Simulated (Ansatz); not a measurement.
Reaction (ligand exchange at the Si–F bond): `F[SiH](F)Cl` + `O[SiH3]` → `F[SiH](Cl)O[SiH3]` + H–F

Computed with Ansatz on PBE0-D4/def2-TZVP structures; ΔE is electronic, products minus reactants. CCSD(T)/CBS is the MP2 limit (def2-TZVPP, def2-QZVPP) plus CCSD(T) − MP2 in def2-TZVPP, frozen cores. This one scheme is used for every species. DFT in def2-TZVPP. B3LYP here is the variant with VWN-RPA as its local correlation; programs differ in this. Each species was taken in one conformer, which may not be the lowest.

`F[SiH](F)Cl`:

Z-matrix (Å, degrees):
```
Si
F 1 1.577
Cl 1 2.018 2 109.0
F 1 1.577 2 107.6 3 118.1
H 1 1.465 2 109.8 3 -122.4
```

`O[SiH3]`:

```xyz
6

O     0.055   -1.262   -0.219
Si   -0.170    0.334    0.126
H     0.884   -1.520   -0.621
H     0.851    0.838    1.086
H    -1.519    0.433    0.728
H    -0.101    1.176   -1.100
```

`F[SiH](Cl)O[SiH3]`:

Z-matrix (Å, degrees):
```
Si
Cl 1 2.036
O 1 1.603 2 110.5
F 1 1.584 2 107.3 3 -119.4
H 1 1.466 2 110.1 3 122.5
Si 3 1.647 1 149.6 2 -34.0
H 6 1.483 3 109.5 1 -72.4
H 6 1.483 3 109.5 1 48.2
H 6 1.481 3 107.4 1 168.0
```

H–F:

Cartesian coordinates in Å:
```
F 0.191 -0.413 -0.065
H -0.191 0.413 0.065
```

(1) Is it downhill or uphill in electronic energy at CCSD(T)/CBS, and by how much? (An estimate is asked.)

(2) What do these levels give: PBE-D4, B3LYP-D4, CAM-B3LYP-D4, LC-ωPBE, CCSD/def2-TZVPP, MP2/def2-QZVPP? (Estimate.)

Largest T1 diagnostic among the species: 0.011.

## Answers

(1) Ansatz gave: Uphill: ΔE = +0.13 eV.

(2) Ansatz gave: PBE-D4 0.19, B3LYP-D4 0.14, CAM-B3LYP-D4 0.17, LC-ωPBE 0.21, CCSD/def2-TZVPP 0.15, MP2/def2-QZVPP 0.12 eV.

From BLYP to BHLYP (50 % exact exchange), in def2-TZVPP and without D4, ΔE moves by −0.09 eV. Leaving LDA and LC-ωPBE aside and taking each functional with its dispersion term where it has one, the values, not all of them listed here, spread over 0.13 eV, from BHLYP-D4 to B97M-V. LDA lies −0.06 eV from PBE without D4.
